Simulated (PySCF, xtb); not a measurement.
C4H2BrF, SMILES C#C/C(Br)=C\F.

GFN2-xTB (xtb) at its own geometry gives an orbital gap of 3.60 eV and a dipole moment of 1.36 D.

Geometry optimised at PBE0-D3(BJ)/def2-SVP. The structure was generated by enumeration; whether it is a known compound was not checked.

Task: What does PySCF with M06-2X/def2-TZVP give? (The exact figures need the calculation; the answer reports its results.)

Result: gap 7.81 eV (levels -8.27 and -0.46 eV), dipole 0.16 D.
